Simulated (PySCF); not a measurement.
Molecule: `ClCC1OCCO1`, C4H7ClO2.

Geometry (Å), atoms numbered from 1 in this order:
```xyz
14

Cl    1.4598    0.1197    1.7666
C     1.8294    0.1454    0.0306
C     0.5685    0.0425   -0.8488
O    -0.1403   -1.1441   -0.6500
C    -1.2179   -0.8683    0.2287
C    -1.3366    0.6676    0.2273
O    -0.3196    1.1033   -0.6587
H     2.4802   -0.7037   -0.1741
H     2.3375    1.0858   -0.1788
H     0.9160    0.0663   -1.8946
H    -1.0028   -1.2571    1.2295
H    -2.1055   -1.3625   -0.1725
H    -2.2922    1.0180   -0.1687
H    -1.1772    1.0868    1.2262
```

Frames of a GFN2-xTB Langevin trajectory at 300 K; GIAO PBE0/pcSseg-1 shieldings in PySCF, gas phase, non-relativistic; equivalent atoms averaged within each frame.

Referencing at the same level of theory: HCl for ³⁵Cl (σ = 949.78 ppm); ¹³C (σ = 186.93 ppm) and ¹H (σ = 31.72 ppm) vs TMS; ¹⁷O (σ = 336.08 ppm) vs H2O. The references are static minima.

How do the shifts (ppm) fluctuate along the trajectory?

## Answers


```csv
time (fs),Cl1,C3,C5/C6,C2,O4/O7,H10,H11/H14,H12/H13,H8/H9
250,64,112.5,70.3,58.1,89.1,6.12,4.86,4.78,3.85
425,37,116.6,74.2,60.9,93.3,6.06,4.71,4.79,3.49
625,101,114.9,75.8,61.7,107.1,7.07,5.21,4.52,4.94
800,76,111.8,72.5,56.1,102.4,6.04,4.34,4.89,3.87
1000,17,115.4,71.4,50.0,84.7,5.67,4.32,4.41,4.30
mean of frames,59,114.2,72.8,57.4,95.3,6.19,4.69,4.68,4.09
standard deviation,33,2.0,2.2,4.7,9.3,0.52,0.37,0.20,0.56
```

5 frames give an uncertainty of the mean of about the standard deviation over 2.2 at best, since frames this close in time may not be independent; classical motion lacks zero-point vibration, and the reference would need the same averaging.
